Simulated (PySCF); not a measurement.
Isomers of C7H11FSi, from PBE0-D3(BJ)/def2-SVP geometry optimisation, gas phase (PySCF). One conformer each, no zero-point energy, no frequencies.

Question: Which isomer lies lower at this level?
A. `[CH2:1]=[CH:2][C@@H:3]([F:4])[SiH:5]1[CH2:6][CH:7]=[CH:8][CH2:9]1` with C1–C2–C3–F4 -9°, C2–C3–Si5–C6 67°, C3–Si5–C6–C7 100°, Si5–C6–C7–C8 11°, C7–C8–C9–Si5 -10°, C3–Si5–C9–C8 -101°: A = 2791, B = 854.3, C = 728.8 MHz, dipole 1.77 D
B. `[CH:1]#[C:2][CH2:3][C@@H:4]([CH3:5])[Si@@H:6]1[CH2:7][C@@H:8]1[F:9]` with C2–C3–C4–C5 -67°, C3–C4–Si6–C7 121°: A = 1968, B = 912.1, C = 797.9 MHz, dipole 1.46 D

Answer: A. That is `C1[SiH]([C@H](F)C=C)CC=C1`, 51.3 kcal/mol below the other.

```tsv
SMILES	mapped SMILES	E (Eh)	relative (kcal/mol)	relative (kJ/mol)	dipole (D)
C=C[C@@H](F)[SiH]1CC=CC1	[CH2:1]=[CH:2][C@@H:3]([F:4])[SiH:5]1[CH2:6][CH:7]=[CH:8][CH2:9]1	-661.76666	0.0	0.0	1.77
C#CC[C@@H](C)[Si@@H]1C[C@@H]1F	[CH:1]#[C:2][CH2:3][C@@H:4]([CH3:5])[Si@@H:6]1[CH2:7][C@@H:8]1[F:9]	-661.68492	51.3	214.6	1.46
```

As drawn, the lower has a C=C bond outside aromatic rings, which the higher lacks; the higher has a three-membered ring and a C≡C bond, which the lower lacks.
